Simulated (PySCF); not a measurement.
Potential energy of In₂⁺ along the bond

Set-up: In def2-SVP with ECP28; scalar-relativistic core potentials (PySCF 2.14). Energies in eV from In⁺ + In in their ground configurations at the same level. State: ²Σg⁺ (doublet), unpaired electrons σ ↑.

```json
{"R (Å)": "3.074", "r²SCAN": "-1.279"}
{"R (Å)": "3.217", "r²SCAN": "-1.390"}
{"R (Å)": "3.360", "r²SCAN": "-1.451"}
{"R (Å)": "3.467", "r²SCAN": "-1.472"}
{"R (Å)": "3.574", "r²SCAN": "-1.478"}
{"R (Å)": "3.681", "r²SCAN": "-1.473"}
{"R (Å)": "3.824", "r²SCAN": "-1.453"}
{"R (Å)": "4.003", "r²SCAN": "-1.414"}
{"R (Å)": "4.217", "r²SCAN": "-1.358"}
{"R (Å)": "4.503", "r²SCAN": "-1.278"}
```

Q: Put a parabola through the three lowest points of the r²SCAN curve and estimate Re, k and ωe (reduced mass 57.45 u; 1 eV/Å² = 0.16022 mdyn/Å; ωe = 1302.8·√(k/μ) cm⁻¹).

A: Through R = 3.467, 3.574, 3.681 Å the second-order coefficient is 0.480 eV/Å², so Re ≈ 3.579 Å, k ≈ 0.154 mdyn/Å and ωe ≈ 67 cm⁻¹. A polynomial fit of higher order to the unrounded r²SCAN energies gives Re = 3.573 Å, k = 0.160 mdyn/Å, ωe = 68.8 cm⁻¹; anharmonicity and rounding make the difference.

The higher-order fit for each curve: r²SCAN: Re = 3.573 Å, ωe = 68.8 cm⁻¹, De = 1.48 eV.

These are scalar-relativistic numbers at best; spin–orbit coupling would shift them, the dissociation energy most. The state is the lowest determinant that a PBE0 search found; another state may lie lower at other levels.
